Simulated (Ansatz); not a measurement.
Stepwise reaction of `O[Si@H](Cl)[Si@@H](O)F` with hydrogen, as a gas-phase model of exchange steps in deposition or etching. ΔE in kJ/mol.

Program: Ansatz. Geometries: PBE0-D4/def2-TZVP. ΔE: electronic, gas phase. CCSD(T)/CBS is the MP2 limit (def2-TZVPP, def2-QZVPP) plus CCSD(T) − MP2 in def2-TZVPP, frozen cores. This one scheme is used for every species. DFT in def2-TZVPP. B3LYP here is the variant with VWN-RPA as its local correlation; programs differ in this. One conformer a species, not always the lowest.

```tsv
step	reaction	PBE-D4	B3LYP-D4	ωB97M-V	CCSD(T)/CBS
1	`O[Si@H](Cl)[Si@@H](O)F` + H₂ → `O[SiH](Cl)[SiH2]F` + H₂O	90.3	94.6	95.1	91.0
```

**Question.** Give the row of step 2, `O[SiH](Cl)[SiH2]F` + H₂ → `F[SiH2][SiH2]Cl` + H₂O. (Estimate.)

**Answer.** Computed: 
```csv
step,reaction,PBE-D4,B3LYP-D4,ωB97M-V,CCSD(T)/CBS
2,`O[SiH](Cl)[SiH2]F` + H₂ → `F[SiH2][SiH2]Cl` + H₂O,73.9,79.2,78.2,74.4
```

**Question.** By hand: ΔE of the 2 steps together at CCSD(T)/CBS.

**Answer.** (91.0) + (74.4) = 165.4 kJ/mol, or 82.7 kJ/mol a step.

In ΔE each step is lower than the one before. All are uphill at CCSD(T)/CBS. PBE-D4 differs from CCSD(T)/CBS by -0.7 to -0.5 kJ/mol a step. Isolated molecules leave out the surface, adducts and barriers. Largest T1 diagnostic: 0.012.
